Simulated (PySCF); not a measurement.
An unknown is described by computed data only.

Elements present: Cl, H, N and Si. Monoisotopic mass: 129.9521 u.

| Property | Result |
| --- | --- |
| Triplet | lowest triplet excitation (Tamm–Dancoff): 6.60 eV [TDA PBE0/def2-SVPD] |
| Rotational structure | rotational constants A, B, C: 2.716, 1.937, 1.616 GHz [PBE0-D3(BJ)/def2-SVP] |
| 1H NMR | chemical shifts (computed TMS as zero) by class: 1.11 (4 H) ppm [GIAO B3LYP/pcSseg-1] |
| XPS | Si2p3/2 108.7, Cl2p3/2 205.9 (×2), N1s 405.3 (×2), Si1s 1848.9, Cl1s 2828.5 (×2) eV [ΔSCF SCAN, pcX-2 on the ionised atom, pcseg-1 elsewhere, spin-free X2C, 2p3/2 from a spin–orbit splitting computed afterwards within the 2p shell] |
| Dipole | 2.47 D [PBE0/def2-SVPD] |
| NMR, other nuclei | isotropic shieldings of nuclei other than C and H, by class: 218 (2 N), 354 (1 Si), 833 (2 Cl) ppm [GIAO B3LYP/pcSseg-1] |
| UV, strongest line | among the 10 lowest singlet transitions: S10 at 8.52 eV (146 nm, f = 0.090) [TDDFT PBE0/def2-SVPD] |
| UV, first state | lowest singlet excitation: 6.92 eV (179 nm, f = 0.026) [TDDFT PBE0/def2-SVPD] |
| Polarisability | 68.0 au [PBE0/def2-SVPD] |

The electronic properties come from PySCF, for the isolated species, density fitting. Levels stand in brackets. Geometry: PBE0-D3(BJ)/def2-SVP, one conformer, isolated molecule. Each NMR value is the plain mean over a class of atoms that symmetry, rotation or inversion makes alike.

Question: Which formula fits the mass and the elements?

Answer: Cl2H4N2Si (calculated 129.9521). No other formula that holds each of these elements comes within 0.0003 u with a fitting electron parity and a possible valence count.

Question: What is the compound? Reason from the data.

Answer: All hydrogens form one class (1.11 ppm): hydrogen on nitrogen. The other shieldings belong to: 218 ppm, nitrogen bonded to Si and 2 H; 354 ppm, silicon bonded to 2 Cl and 2 N; 833 ppm, chlorine bonded to Si. The core levels belong to: Si2p3/2 108.7 eV, silicon bonded to 2 Cl and 2 N; Cl2p3/2 205.9 eV, chlorine bonded to Si; N1s 405.3 eV, nitrogen bonded to Si and 2 H; Si1s 1848.9 eV, silicon bonded to 2 Cl and 2 N; Cl1s 2828.5 eV, chlorine bonded to Si. The optimised geometry has point group C2 and is an asymmetric top. Structure: `N[Si](N)(Cl)Cl` (Si(NH2)2Cl2). The assignments are read from this structure; whether some other isomer fits the data as well wasn't checked.
